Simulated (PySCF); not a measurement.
How many f electrons in DyCl?

Unrestricted PBE0; Dy x2c-TZVPall, Cl x2c-TZVPall; spin-free X2C with a Gaussian nucleus (PySCF 2.14). The search starts from ions with several 4f fillings and holds each by maximum overlap.

The lowest solution has 2Ms+1 = 6, about 9.7 4f electrons, near 2.47 Å.

The lowest solution of each spin and filling, followed along the bond (rough minima from three points):

| 2Ms+1 | 4f population | ⟨S²⟩ at the start | R at minimum (Å) | Te (eV) |
| --- | --- | --- | --- | --- |
| 6 | 9.71 | 8.76 | 2.47 | 0.00 |
| 4 | 9.99 | 4.76 | 2.52 | 0.23 |
| 6 | 9.03 | 8.80 | 2.39 | 0.45 |
| 8 | 9.02 | 15.76 | 2.44 | 0.92 |

Solutions at the starting distance of 2.470 Å, counted from the lowest; the search is not exhaustive:

```
2Ms+1  4f population  E (eV)   ⟨S²⟩  ⟨Lz²⟩  μ (D)
    6           9.71    0.00   8.76   11.2  -3.94
    6          10.00    0.20   8.76    9.0  -4.43
    4           9.99    0.24   4.76   11.7  -4.21
    4          10.00    0.25   4.76   11.6  -4.20
    4           9.99    0.30   4.76    9.0  -4.26
    6           9.03    0.49   8.80    8.7  -2.86
    6           9.05    0.56   8.77   10.1  -2.82
    4          10.00    0.82   4.76   14.0  -4.13
    8           9.02    0.92  15.76   12.9  -4.49
    4           9.98    1.10   4.77    7.4  -4.21
    8           9.02    1.13  15.76   10.1  -3.02
    8           9.02    1.14  15.76   10.2  -3.02
    8           9.03    1.16  15.76   11.0  -3.06
```

Partly filled real f orbitals mix terms, so no term symbols are given. A population far from a whole number shows f orbitals mixing with d and ligand orbitals, not a clean configuration. A positive dipole means Dy(−)Cl(+).

Spin–orbit coupling is left out. With d or f electrons several states lie close, and the lowest PBE0 determinant need not be the measured ground state.
